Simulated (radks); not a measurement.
Task: All-electron atom: Cs XXIV in [Ar] 3d10 4s2 4p2. All-electron calculation, non-relativistic Kohn-Sham, TPSS, spin-polarised, spherical densities, point nucleus; open shells are filled with parallel spins first (spin-orbit coupling, left out, can overturn this in heavy ions); meta-GGA in the generalised Kohn-Sham scheme; relativity is left out, which matters for an element this heavy. Program: a radial shooting solver on a logarithmic mesh with Libxc functionals. Some entries of the table are withheld. Estimate them.

| orbital | occ. | eigenvalue (hartree) | <r> (bohr) | r(max) (bohr) |
|---|---|---|---|---|
| 1s up | 1 | -1285.003 | 0.02762 | 0.01830 |
| 1s down | 1 | -1284.964 | 0.02762 | 0.01830 |
| 2s up | 1 | -217.6584 | 0.1184 | 0.1008 |
| 2s down | 1 | -217.6439 | 0.1184 | 0.1008 |
| 2p up | 3 | -206.5972 | 0.1008 | 0.07874 |
| 2p down | 3 | -206.5659 | 0.1008 | 0.07875 |
| 3s up | 1 | -63.95248 | 0.3090 | 0.2837 |
| 3s down | 1 | -63.91672 | 0.3089 | 0.2837 |
| 3p up | 3 | -59.25434 | (1) | 0.2702 |
| 3p down | 3 | -59.21003 | (2) | 0.2703 |
| 3d up | 5 | -50.64230 | 0.2682 | 0.2185 |
| 3d down | 5 | -50.59711 | 0.2680 | 0.2185 |
| 4s up | 1 | (3) | 0.6435 | 0.6261 |
| 4s down | 1 | (4) | 0.6439 | 0.6258 |
| 4p up | 2 | -26.44839 | 0.6495 | 0.6299 |
| 4p down | 0 | -26.15478 | 0.6501 | 0.6297 |

Result: 
(1) 3p up <r> (bohr): 0.2987
(2) 3p down <r> (bohr): 0.2986
(3) 4s up eigenvalue (hartree): -28.30978
(4) 4s down eigenvalue (hartree): -28.00632
